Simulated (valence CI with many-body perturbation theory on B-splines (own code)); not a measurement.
Energy levels of Cl¹²⁺

Method: configuration interaction combined with many-body perturbation theory (CI+MBPT): three valence electrons over a frozen Dirac-Fock core [He], a basis of 11 s, 11 p, 10 d, 8 f, 5 g, 2 h functions for each j, with the one-electron correlation potential Σ1 (screened to all orders), the two-electron term Σ2, the three-electron term Σ3, Breit, model QED; selected single and double excitations, second order for the rest, scaled by the run's own slope (own B-spline code, finite nucleus).

No measured levels were compared; by estimate levels of excited configurations hold to 0.05 to 0.15 % of their energy, terms of the ground configuration to about 0.5 %.

Levels 181 to 188 of 188, with energies above the lowest level, 2s2 2p 2P°_1/2. "Leading %" is the weight of the configuration and term that name the level; weights of strongly mixed levels are sums over their largest components and can fall short, so below about 35 % the name and the second component can differ from the true leading terms, or belong to a minority configuration. In the jj column 3d3/2^4 stands for four electrons in 3d with j = 3/2. Lifetimes count E1, E2, E3, M1 and M2 decay at the calculated energies, and are blank where another channel may lead or the interval is too uncertain; long ones can be off by a factor of two.

| No. | Configuration | Term | J | E (eV) | Leading % | Lifetime | Leading jj | g |
| --- | --- | --- | --- | --- | --- | --- | --- | --- |
| 181 | 2s 2p 4f | 2G | 9/2 | 541.34 | 88 | 2.61 ps | 2s 2p3/2 4f5/2 (77 %) | 1.120 |
| 182 | 2s 2p 4f | 4D | 3/2 | 541.38 | 81 | 2.35 ps | 2s 2p3/2 4f5/2 (96 %) | 1.079 |
| 183 | 2s 2p 4f | 2D | 5/2 | 541.49 | 48 | 2.39 ps | 2s 2p3/2 4f7/2 (95 %) | 1.184 |
| 184 | 2s 2p 4f | 4D | 1/2 | 541.53 | 100 | 2.35 ps | 2s 2p3/2 4f5/2 (100 %) | -0.001 |
| 185 | 2s 2p 4f | 2D | 3/2 | 541.82 | 87 | 2.44 ps | 2s 2p3/2 4f7/2 (97 %) | 0.835 |
| 186 | 2s 2p 4s | 2P° | 1/2 | 552.40 | 97 | 4.27 ps | 2s 2p3/2 4s (68 %) | 0.665 |
| 187 | 2s 2p 4s | 2P° | 3/2 | 552.45 | 97 | 4.37 ps | 2s 2p3/2 4s (70 %) | 1.334 |
| 188 | 2s2 5s | 2S | 1/2 | 556.34 | 53 | 2.95 ps | 2s^2 5s (53 %) | 1.998 |

Names give the largest LS component (configuration and term), which can be under half, so a name can repeat, a term be missing and a line seem to break the LS rules; names also repeat where a configuration has a term twice.
